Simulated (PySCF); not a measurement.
C2H3O2 (SMILES [CH2]C(=O)O), doublet, geometry from GFN2-xTB. Base run: BLYP/3-21G run with PySCF.

PySCF was given this input:
```python
from pyscf import gto, scf, dft

mol = gto.Mole()
mol.atom = '''
    C     0.047659    0.082433   -0.051182
    O     0.272140    1.158506   -0.578460
    O    -1.156745   -0.201742    0.493676
    H    -1.749413    0.557359    0.387736
    C     0.980188   -0.988971    0.064329
    H     0.690192   -1.902860    0.547326
    H     1.968976   -0.869389   -0.335668
'''
mol.basis = '3-21g'
mol.charge = 0
mol.spin = 1
mol.verbose = 3
mol.build()

mf = dft.UKS(mol)
mf.xc = 'blyp'
mf.kernel()
```

Each row names what was changed in the base input (with any setting that the change needs).

```csv
change,E (Eh),HOMO (eV),dipole (D),<S^2>,core-seconds (rough)
base,-227.08641,-5.50,1.30,0.755,3
functional = m06,-227.07300,-7.19,1.41,0.759,6
functional = pbe,-226.88933,-5.69,1.32,0.755,3
functional = bp86,-227.14864,-5.81,1.33,0.755,4
functional = wb97m_v,-227.07360,-9.43,1.38,0.761,200
functional = pw6b95,-227.40223,-7.40,1.36,0.761,5
functional = mn12l,-226.82112,-6.18,1.35,0.765,6
functional = camb3lyp,-227.04731,-8.71,1.36,0.763,5
functional = hf,-225.91217,-11.42,1.22,0.865,0.3
functional = scan,-227.06015,-6.14,1.38,0.762,7
functional = mn15,-226.62459,-7.71,1.36,0.761,6
functional = b97-1,-227.07771,-6.99,1.37,0.760,4
functional = tpss,-227.17684,-5.88,1.34,0.757,9
```

Totals shift with the method and basis; they matter in differences.

Open shells are given as the SCF converged; they aren't shown to be the lowest states, and a large step between rows can be another state.
